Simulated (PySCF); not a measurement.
C₅F₇, SMILES F[C]1C(F)(F)C(F)=C(F)C1(F)F, multiplicity 2.

Coordinates come from a PBE0-D3(BJ)/def2-SVP optimisation. The isomer is the one that the SMILES or the coordinates give; other isomers of the formula were not compared. One conformer was computed; it need not be the lowest.

These are CAM-B3LYP/def2-SVP run with PySCF values and carry that method's errors.

| Item | Result |
|---|---|
| total energy | -888.38244 hartree |
| point group | Cs |
| α spin, highest occupied and lowest empty level | -9.02 and -0.02 eV |
| β spin, highest occupied and lowest empty level | -10.14 and -2.01 eV |
| dipole moment | 0.56 D |
| quadrupole, principal values (traceless, Buckingham form, about the centre of nuclear charge) | -4.76, 1.61, 3.15 D·Å |
| mean static polarisability | 47.6 bohr³ (7.05 Å³) |
| polarisability, principal values | 35.4, 49.6, 57.7 bohr³ |
| ⟨S²⟩ | 0.753 (pure state 0.75) |
